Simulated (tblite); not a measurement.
A geometry optimisation, step by step.

CH9B3S2Si.
Atom-mapped SMILES: `[BH2:1][S:2][BH:3][CH2:4][BH:5][S:6][SiH3:7]` (hydrogens: H8, H9 on B1; H10 on B3; H11, H12 on C4; H13 on B5; H14, H15, H16 on Si7)

Computed with GFN2-xTB (tblite), gas phase: L-BFGS steps from a force-field or distance-geometry start until the largest atomic force falls under 0.01 eV/Å. 11 of its 240 geometries are shown.

Step 0: E = -507.9885 eV, largest atomic force 2.483 eV/Å
```
atom  x, y, z in Å  |  force x, y, z in eV/Å
B1     -3.780    1.054    0.570    0.720  -1.150  -1.800
S2     -1.934    1.034    0.237   -0.824  -1.141  -0.101
B3     -1.499   -0.742   -0.253   -1.485   0.330   0.596
C4     -0.151   -1.434    0.129   -0.044   0.401   1.486
B5      0.768   -0.514    1.060    1.960   0.102  -1.521
S6      1.265    1.232    0.517   -0.315  -0.883   0.201
Si7     3.329    1.136   -0.118    0.456  -0.182   0.468
H8     -4.237    0.073    1.039    0.160   0.405   0.346
H9     -4.437    1.618   -0.241    0.244   0.439   0.814
H10    -2.372   -1.460   -0.652    0.198   0.652   0.021
H11     0.391   -1.800   -0.747    0.008   0.022   0.248
H12    -0.393   -2.332    0.777    0.073   0.600  -0.987
H13     1.595   -1.096    1.686   -0.415   0.426   0.315
H14     3.751   -0.267   -0.102   -0.086   0.068   0.005
H15     3.505    1.634   -1.485   -0.276   0.044   0.201
H16     4.192    1.873    0.841   -0.373  -0.132  -0.292
```

Step 24: E = -509.2981 eV, largest atomic force 0.402 eV/Å
```
atom  x, y, z in Å  |  force x, y, z in eV/Å
B1     -3.881    0.957    0.270    0.252  -0.129   0.149
S2     -2.124    0.889   -0.005   -0.155   0.153   0.080
B3     -1.674   -0.855    0.026   -0.088   0.209   0.030
C4     -0.211   -1.372    0.298   -0.081   0.010  -0.264
B5      0.999   -0.537    0.833    0.125   0.217  -0.062
S6      1.331    1.061    0.131    0.039   0.134  -0.135
Si7     3.473    1.120   -0.067    0.172  -0.012  -0.076
H8     -4.450   -0.044    0.489   -0.067   0.135  -0.099
H9     -4.381    2.015    0.351    0.091  -0.198  -0.095
H10    -2.503   -1.629   -0.258   -0.101  -0.079   0.093
H11     0.123   -1.612   -0.723   -0.020  -0.066  -0.097
H12    -0.266   -2.337    0.783   -0.050  -0.338   0.211
H13     1.800   -0.982    1.557    0.007  -0.122   0.113
H14     4.031   -0.230   -0.041   -0.070  -0.043  -0.030
H15     3.624    1.700   -1.400    0.016   0.011   0.158
H16     4.102    1.865    1.013   -0.068   0.120   0.025
```

Step 48: E = -509.5236 eV, largest atomic force 0.243 eV/Å
```
atom  x, y, z in Å  |  force x, y, z in eV/Å
B1     -3.850    0.967    0.277   -0.175  -0.168   0.011
S2     -2.080    0.915    0.402   -0.034   0.136   0.015
B3     -1.692   -0.837    0.341   -0.086  -0.094  -0.086
C4     -0.255   -1.466    0.149    0.145   0.125   0.147
B5      1.033   -0.595    0.448    0.039   0.074   0.044
S6      1.553    0.721   -0.632   -0.185  -0.127  -0.036
Si7     3.576    1.174   -0.044    0.050  -0.013   0.194
H8     -4.462   -0.012    0.044    0.153   0.150   0.070
H9     -4.413    1.982    0.424    0.196  -0.011  -0.048
H10    -2.606   -1.556    0.455   -0.037  -0.129  -0.015
H11    -0.234   -1.798   -0.898   -0.034   0.088   0.049
H12    -0.230   -2.388    0.743    0.032   0.029  -0.097
H13     1.699   -0.807    1.395   -0.089  -0.027  -0.058
H14     4.216   -0.123    0.116    0.139  -0.042  -0.050
H15     4.040    1.935   -1.189    0.038   0.018   0.000
H16     3.697    1.896    1.226   -0.154  -0.010  -0.138
```

Step 72: E = -509.6219 eV, largest atomic force 0.177 eV/Å
```
atom  x, y, z in Å  |  force x, y, z in eV/Å
B1     -3.788    1.008    0.326    0.108  -0.028  -0.023
S2     -2.030    0.859    0.512   -0.068   0.062  -0.046
B3     -1.694   -0.906    0.419    0.011  -0.046   0.041
C4     -0.260   -1.482    0.107    0.026   0.025   0.020
B5      1.006   -0.590    0.415    0.050  -0.137   0.041
S6      1.738    0.341   -0.904   -0.014   0.002   0.008
Si7     3.554    1.139   -0.057    0.031   0.059   0.078
H8     -4.466    0.067    0.178    0.056   0.004   0.040
H9     -4.224    2.089    0.310   -0.011   0.011   0.025
H10    -2.588   -1.642    0.571   -0.102  -0.031  -0.007
H11    -0.308   -1.676   -0.973    0.015  -0.020   0.029
H12    -0.164   -2.465    0.582   -0.009   0.063  -0.039
H13     1.508   -0.596    1.482   -0.086   0.053  -0.145
H14     4.436    0.003    0.201   -0.001   0.063  -0.013
H15     4.052    2.027   -1.099   -0.035  -0.065   0.057
H16     3.221    1.833    1.185    0.030  -0.016  -0.067
```

Step 96: E = -509.6463 eV, largest atomic force 0.095 eV/Å
```
atom  x, y, z in Å  |  force x, y, z in eV/Å
B1     -3.705    1.050    0.375    0.065  -0.030  -0.008
S2     -1.945    0.861    0.304   -0.076  -0.017  -0.027
B3     -1.686   -0.921    0.348   -0.031  -0.040   0.077
C4     -0.276   -1.553    0.046    0.016   0.064  -0.017
B5      0.983   -0.659    0.363    0.027   0.048   0.078
S6      1.867    0.135   -0.952   -0.015  -0.045   0.041
Si7     3.521    1.162   -0.016   -0.021  -0.007   0.007
H8     -4.400    0.112    0.435    0.016   0.044   0.011
H9     -4.126    2.136    0.337   -0.021   0.020   0.008
H10    -2.608   -1.603    0.589    0.012   0.017  -0.016
H11    -0.313   -1.768   -1.028    0.029  -0.076  -0.040
H12    -0.193   -2.519    0.552   -0.037  -0.002  -0.046
H13     1.329   -0.511    1.476    0.052   0.003  -0.058
H14     4.535    0.170    0.328   -0.015  -0.009   0.000
H15     3.957    2.056   -1.075    0.020   0.025  -0.008
H16     3.054    1.860    1.173   -0.021   0.006  -0.003
```

Step 120: E = -509.6578 eV, largest atomic force 0.101 eV/Å
```
atom  x, y, z in Å  |  force x, y, z in eV/Å
B1     -3.594    1.119    0.427    0.070  -0.005   0.008
S2     -1.903    0.809   -0.008   -0.091  -0.044   0.007
B3     -1.664   -0.958    0.266   -0.003   0.036   0.010
C4     -0.269   -1.631   -0.030   -0.006  -0.014  -0.011
B5      0.980   -0.725    0.308   -0.014  -0.008  -0.014
S6      1.964   -0.036   -0.991   -0.015   0.001   0.002
Si7     3.419    1.195    0.027    0.003  -0.006   0.011
H8     -4.286    0.257    0.805    0.036   0.010  -0.028
H9     -3.973    2.219    0.332   -0.005  -0.006  -0.005
H10    -2.575   -1.577    0.664    0.019   0.001   0.001
H11    -0.261   -1.883   -1.097   -0.014   0.022  -0.004
H12    -0.208   -2.582    0.505   -0.010  -0.008  -0.001
H13     1.258   -0.496    1.423    0.021  -0.005   0.035
H14     4.473    0.319    0.530   -0.012   0.009  -0.003
H15     3.882    2.086   -1.023    0.007   0.000  -0.004
H16     2.749    1.891    1.117    0.012   0.017  -0.004
```

Step 143: E = -509.6754 eV, largest atomic force 0.100 eV/Å
```
atom  x, y, z in Å  |  force x, y, z in eV/Å
B1     -3.445    1.168    0.423    0.022   0.021   0.003
S2     -1.945    0.661   -0.363   -0.014   0.012  -0.013
B3     -1.622   -0.999    0.265   -0.001   0.006  -0.003
C4     -0.277   -1.728   -0.116   -0.011   0.026  -0.013
B5      0.974   -0.833    0.265    0.021   0.003  -0.006
S6      1.816    0.079   -0.999    0.028  -0.014   0.066
Si7     3.266    1.264    0.082   -0.015  -0.005   0.014
H8     -4.022    0.443    1.133   -0.005  -0.011   0.000
H9     -3.812    2.257    0.218   -0.014  -0.014  -0.016
H10    -2.433   -1.470    0.968    0.090  -0.041   0.014
H11    -0.261   -1.881   -1.198   -0.049  -0.006  -0.012
H12    -0.218   -2.708    0.360   -0.024   0.039  -0.005
H13     1.342   -0.753    1.377   -0.013  -0.002  -0.010
H14     4.173    0.356    0.777   -0.014   0.028  -0.027
H15     3.912    2.045   -0.959    0.007  -0.043  -0.023
H16     2.545    2.109    1.025   -0.009   0.001   0.032
```

Step 167: E = -509.7055 eV, largest atomic force 0.070 eV/Å
```
atom  x, y, z in Å  |  force x, y, z in eV/Å
B1     -3.403    1.174    0.402   -0.017   0.012   0.011
S2     -2.145    0.460   -0.611   -0.039   0.012  -0.015
B3     -1.505   -0.936    0.331    0.015   0.018  -0.028
C4     -0.310   -1.769   -0.258   -0.007  -0.005   0.002
B5      1.000   -0.984    0.168   -0.006  -0.014   0.026
S6      1.735    0.148   -0.975    0.018   0.007  -0.012
Si7     3.145    1.307    0.181    0.034   0.006  -0.061
H8     -3.707    0.681    1.416    0.022  -0.003   0.009
H9     -3.915    2.149    0.014   -0.003  -0.017  -0.011
H10    -1.938   -1.141    1.397   -0.010  -0.020   0.016
H11    -0.367   -1.822   -1.345   -0.010  -0.009  -0.008
H12    -0.300   -2.779    0.153    0.016   0.007   0.000
H13     1.462   -1.115    1.237   -0.004   0.028   0.011
H14     3.901    0.420    1.055   -0.008   0.004  -0.007
H15     3.959    1.927   -0.853    0.007  -0.021   0.027
H16     2.380    2.288    0.941   -0.007  -0.005   0.039
```

Step 191: E = -509.7210 eV, largest atomic force 0.066 eV/Å
```
atom  x, y, z in Å  |  force x, y, z in eV/Å
B1     -3.518    1.110    0.404    0.014  -0.034  -0.025
S2     -2.373    0.342   -0.702    0.010   0.000  -0.009
B3     -1.535   -0.896    0.305   -0.039   0.018   0.000
C4     -0.310   -1.686   -0.275   -0.037  -0.021   0.008
B5      0.982   -0.889    0.181   -0.052  -0.024  -0.008
S6      1.849    0.102   -0.997    0.009   0.030  -0.007
Si7     3.263    1.236    0.179   -0.009   0.029  -0.012
H8     -3.585    0.748    1.510   -0.038   0.022   0.049
H9     -4.182    1.974   -0.011    0.007   0.005  -0.013
H10    -1.901   -1.049    1.408    0.046  -0.016  -0.019
H11    -0.350   -1.761   -1.362    0.003   0.005   0.030
H12    -0.284   -2.689    0.153    0.026   0.004  -0.009
H13     1.344   -0.919    1.296    0.011   0.008   0.011
H14     4.059    0.318    0.983    0.017  -0.016  -0.005
H15     4.024    1.921   -0.851    0.019   0.000   0.022
H16     2.509    2.147    1.034    0.011  -0.011  -0.012
```

Step 215: E = -509.7279 eV, largest atomic force 0.033 eV/Å
```
atom  x, y, z in Å  |  force x, y, z in eV/Å
B1     -3.660    1.027    0.377    0.017  -0.008   0.000
S2     -2.564    0.193   -0.730   -0.003   0.013  -0.008
B3     -1.559   -0.863    0.326    0.003   0.011   0.006
C4     -0.315   -1.608   -0.270    0.026  -0.020  -0.004
B5      0.972   -0.801    0.182   -0.008   0.011   0.006
S6      1.806    0.248   -0.972   -0.004  -0.007   0.003
Si7     3.375    1.187    0.183    0.007   0.015   0.001
H8     -3.611    0.816    1.525   -0.023   0.006   0.004
H9     -4.407    1.795   -0.083   -0.009   0.003  -0.001
H10    -1.824   -0.939    1.464    0.001  -0.003   0.000
H11    -0.367   -1.686   -1.355   -0.008   0.011  -0.003
H12    -0.252   -2.611    0.155    0.001  -0.017   0.011
H13     1.363   -0.868    1.286   -0.001   0.000  -0.012
H14     4.132    0.148    0.869    0.001  -0.003   0.002
H15     4.151    1.871   -0.837   -0.002   0.001  -0.002
H16     2.753    2.101    1.135    0.003  -0.013  -0.003
```

Step 239: E = -509.7305 eV, largest atomic force 0.007 eV/Å
```
atom  x, y, z in Å  |  force x, y, z in eV/Å
B1     -3.758    0.979    0.352    0.000   0.007   0.002
S2     -2.533    0.273   -0.707    0.002  -0.004  -0.001
B3     -1.558   -0.804    0.357    0.003   0.000  -0.003
C4     -0.314   -1.560   -0.229    0.000   0.001  -0.001
B5      0.982   -0.758    0.206    0.001  -0.003   0.003
S6      1.833    0.250   -0.972    0.001  -0.001   0.002
Si7     3.452    1.143    0.149   -0.003   0.002  -0.006
H8     -3.799    0.698    1.485   -0.001   0.000  -0.001
H9     -4.512    1.730   -0.126   -0.002  -0.001   0.000
H10    -1.845   -0.889    1.488   -0.002  -0.001   0.004
H11    -0.368   -1.648   -1.314    0.000  -0.002  -0.001
H12    -0.256   -2.559    0.207    0.000   0.003  -0.001
H13     1.374   -0.808    1.310    0.000   0.000   0.001
H14     4.264    0.076    0.722    0.000  -0.004   0.000
H15     4.154    1.905   -0.869    0.000   0.002   0.001
H16     2.876    1.980    1.196    0.000   0.002   0.002
```

Question: Summarise the path.

Answer: The energy falls by 40.17 kcal/mol from step 0 to step 239; nine tenths of that is first reached at step 52. It rises by more than 0.2 meV at step 141. The largest force goes from 2.483 to 0.007 eV/Å. Among the bonds B5–S6 changes most, from 1.894 to 1.769 Å; the atoms move by 1.068 Å rms after alignment.

What follows is the cost of the whole relaxation. Time: 1.4 s of wall time. Hardware: one thread, AMD EPYC 9B45 (x86_64), shared host with 48 logical CPUs at a one-minute load of 4.6.
